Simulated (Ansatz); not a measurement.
`CC[N](C)[GeH3]`. Charge 0, multiplicity 1.

Z-matrix (Å, degrees):
```
C
C 1 1.514
H 1 1.092 2 110.8
H 1 1.092 2 110.1 3 -120.0
H 1 1.094 2 112.1 3 120.9
N 2 1.449 1 113.6 3 -53.8
H 2 1.106 1 109.3 3 -179.2
H 2 1.099 1 108.9 3 65.7
Ge 6 1.846 2 118.6 1 -48.6
C 6 1.446 2 111.4 1 174.1
H 9 1.551 6 112.4 2 -54.2
H 9 1.536 6 105.6 2 -173.6
H 9 1.535 6 110.0 2 67.1
H 10 1.097 6 109.7 2 -59.3
H 10 1.103 6 113.6 2 60.6
H 10 1.092 6 110.7 2 -177.8
```

Task: What are the harmonic wavenumbers in cm⁻¹ at PBE0-D4/def2-TZVP (Ansatz, finite differences of forces, unscaled)? (Estimate.)

Result: The calculation gave: 93, 116, 173, 208, 237, 290, 312, 432, 566, 614, 634, 811, 848, 871, 884, 915, 1074, 1092, 1128, 1165, 1204, 1260, 1305, 1386, 1413, 1452, 1476, 1485, 1488, 1503, 1514, 2085, 2164, 2168, 2927, 2951, 3014, 3038, 3049, 3114, 3120, 3134.

Task: Is this a minimum?

Result: Yes, all 42 modes are real.

Task: Give the ideal-gas thermochemistry at 298.15 K and 1 bar (rigid rotor, harmonic oscillator; point group C1, symmetry number 1).

Result: Zero-point energy 351.2 kJ/mol; H(298) − E = 374.7 kJ/mol; entropy 365.7 J/(mol·K), of which translation 169.9, rotation 114.9, vibration 80.9; G(298) − E = 265.7 kJ/mol. Modes under 100 cm⁻¹ are hindered rotations or soft bends, so the harmonic entropy is rough.
